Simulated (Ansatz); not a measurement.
Reactions of C9H10N2, SMILES `CN(C)c1ccc(C#N)cc1`.

Computed with Ansatz on PBE0-D4/def2-TZVP structures; ΔE is electronic, products minus reactants. CCSD(T)/CBS adds triple-zeta CCSD(T) − MP2 to the extrapolated MP2 energy (def2 sets, frozen cores). This one scheme is used for every species, atoms too. Functionals use def2-TZVPP. No spin–orbit coupling; open shells (•) take unrestricted orbitals. Spin–orbit coupling would lower the free atoms: a little for C. Each species was taken in one conformer, which may not be the lowest.

| reaction | B97M-V (kJ/mol) | CCSD/CBS(def2) (kJ/mol) | CCSD(T)/def2-SVP (kJ/mol) | LDA (SPW92) (kJ/mol) | CCSD(T)/CBS(def2) (kJ/mol) |
| --- | --- | --- | --- | --- | --- |
| `CN(C)c1ccc(C#N)cc1` + H₂ → `N#Cc1ccccc1` + `CNC` | -42 | -55 | -37 | -6 | -45 |
| `CN(C)c1ccc(C#N)cc1` → 9 C• + 10 H• + 2 N• | 9735 | 9468 | 9299 | 11280 | 9663 |
| `CN(C)c1ccc(C#N)cc1` + CH₄ → `Cc1ccc(N(C)C)cc1` + `C#N` | 67 | 48 | 51 | 67 | 49 |
| `CN(C)c1ccc(C#N)cc1` + `CNC` → `CN(C)c1ccc(N(C)C)cc1` + `C#N` | 65 | 55 | 45 | 48 | 51 |

Largest T1 diagnostic: 0.014, for `C#N`.
